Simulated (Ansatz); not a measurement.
Geometry optimisation, RKS PBE0-D4/def2-mTZVP in Ansatz 0.2.0.

input.yaml

```yaml
crystal:
  periodic: [false, false, false]
  atoms:
    - { symbol: K, position_ang: [0.1235, 0.888, -3.6172] }
    - { symbol: Si, position_ang: [0.6386, -1.5426, 0.1753] }
    - { symbol: O, position_ang: [0.0406, -0.14, 0.7228] }
    - { symbol: Si, position_ang: [-0.6646, 1.3131, 0.7648] }
    - { symbol: H, position_ang: [-0.3585, -2.573, 0.4092] }
    - { symbol: H, position_ang: [1.9336, -1.7179, 0.8048] }
    - { symbol: H, position_ang: [0.781, -1.265, -1.3208] }
    - { symbol: H, position_ang: [-1.984, 1.1564, 1.353] }
    - { symbol: H, position_ang: [-0.7666, 1.6664, -0.7276] }
    - { symbol: H, position_ang: [0.2563, 2.2146, 1.4356] }
total_charge: 1
basis:
  gaussian: { orbitals: def2-mTZVP }
hamiltonian:
  xc: pbe0
  dispersion: d4
relax:
  f_tol: 0.02
  max_steps: 40
scf:
  lower_state_search: "off"
```

Run as:

```bash
$ ansatz run input.yaml --threads 2 --pin off --max-ram 3072MiB --backend cpu --events-out ev --progress --plain --runs-dir out
```

Q: Where does it end, and by what steps?

A: The forces met the threshold. The force dipped under the threshold on the way, but the program's further checks kept it going. Limits of this set-up: the dipole of an ion depends on the origin. After 27 steps the energy has fallen by 0.310 eV; O3 moved furthest, 1.02 Å. Joined: K1–O3.

| step | energy less start (eV) | largest force component (eV/Å) | accepted |
| --- | --- | --- | --- |
| 0 | 0.0000 | 1.012 | yes |
| 1 | -0.1646 | 0.314 | yes |
| 2 | -0.1701 | 0.133 | yes |
| 3 | -0.1783 | 0.078 | yes |
| 4 | -0.1791 | 0.057 | yes |
| 5 | -0.1850 | 0.083 | yes |
| 6 | -0.1888 | 0.098 | yes |
| 7 | -0.1910 | 0.013 | yes |
| 8 | -0.1915 | 0.032 | yes |
| 9 | -0.1915 | 0.124 | no |
| 10 | -0.1920 | 0.020 | yes |
| 11 | -0.1933 | 0.052 | yes |
| 12 | -0.1938 | 0.207 | yes |
| 13 | -0.1834 | 0.280 | no |
| 14 | -0.1953 | 0.134 | yes |
| 15 | -0.1969 | 0.046 | yes |
| 16 | -0.1981 | 0.034 | yes |
| 17 | -0.2078 | 0.141 | yes |
| 18 | -0.2130 | 0.349 | yes |
| 19 | -0.2301 | 0.234 | yes |
| 20 | -0.2570 | 0.133 | yes |
| 21 | -0.2706 | 0.230 | yes |
| 22 | -0.2854 | 0.166 | yes |
| 23 | -0.3026 | 0.073 | yes |
| 24 | -0.3067 | 0.019 | yes |
| 25 | -0.3075 | 0.104 | yes |
| 26 | -0.3093 | 0.051 | yes |
| 27 | -0.3103 | 0.013 | yes |

```xyz
10
Properties=species:S:1:pos:R:3
K 0.442 0.931 -3.458
Si 0.578 -1.467 0.072
O 0.046 0.079 -0.275
Si -0.667 1.274 0.652
H -0.528 -2.270 0.643
H 1.739 -1.413 0.990
H 0.993 -2.016 -1.249
H -1.903 0.757 1.285
H -0.992 2.350 -0.324
H 0.292 1.774 1.664
```

Time of the run: 2 min on 2 threads of Arm Neoverse N1 (shared host), peak memory 0.21 GiB.
